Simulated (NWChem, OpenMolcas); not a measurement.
## The same job for OpenMolcas

NWChem 7.3.0 runs this on CH5BOSi (SMILES B[SiH2]C=O):

ch5bosi.nw:
```
START ch5bosi
TITLE "CH5BOSi hf"
memory total 2200 mb
charge 0

GEOMETRY units angstrom noautosym nocenter noautoz
B    -0.950100    0.850000   -1.073100
Si    0.610800   -0.206000   -0.386500
C     0.330600   -0.553700    1.494500
O     1.022800   -0.098400    2.365800
H    -2.057600    0.518200   -0.767000
H    -0.828800    1.799400   -1.786900
H     1.958100    0.387600   -0.570700
H     0.542000   -1.540900   -1.055900
H    -0.539200   -1.202400    1.762900
END

BASIS spherical bse
* library def2-SVP
END

SCF
thresh 1e-08
maxiter 80
noprint "final vectors analysis"
END

TASK scf gradient
```

```bash
$ nwchem ch5bosi.nw > ch5bosi.out
```

Geometry: relaxed at PBE0-D4/def2-TZVP. This is one conformer, not always the lowest.

It gives a total energy of -428.992411 Eh.

**Question.** Translate the job to OpenMolcas 26.06 as an input file of the program's own.

**Answer.** For example:

input.xyz:
```
9

B     -0.950100     0.850000    -1.073100
Si     0.610800    -0.206000    -0.386500
C      0.330600    -0.553700     1.494500
O      1.022800    -0.098400     2.365800
H     -2.057600     0.518200    -0.767000
H     -0.828800     1.799400    -1.786900
H      1.958100     0.387600    -0.570700
H      0.542000    -1.540900    -1.055900
H     -0.539200    -1.202400     1.762900
```

mol.inp:
```
&GATEWAY
BasLib = $CurrDir
Coord = input.xyz
Basis = def2-SVP
Group = NoSym
&SEWARD
&SCF
Thresholds = 1e-10 1e-07 1e-07 1e-05
PrOrbitals = 1 2
&ALASKA
```

```bash
$ export MOLCAS_MEM=1860
$ pymolcas mol.inp > mol.log
```

(Basis files named in the input come from the Basis Set Exchange and aren't shown.)

Its energy is -428.992411 Eh, the same as the first but for the last digit, at most.
